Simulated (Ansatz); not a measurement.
Name a neutral molecule of Al, C, F, S and H with HOMO energy (PBE0/def2-TZVPP) between -7.30 and -7.00 eV and LUMO energy (B3LYP/def2-TZVPP) between -1.50 and -1.20 eV (Ansatz, PBE0-D4/def2-TZVP geometry).

`F/C=C/[S][AlH2]` (-7.17 eV, -1.47 eV); `C[S][AlH][CH2]F` (-7.22 eV, -1.24 eV). Other molecules can fit too; these were computed, each in one conformer that needn't be the lowest.

B3LYP here is the variant with VWN-RPA as its local correlation; programs differ in this.
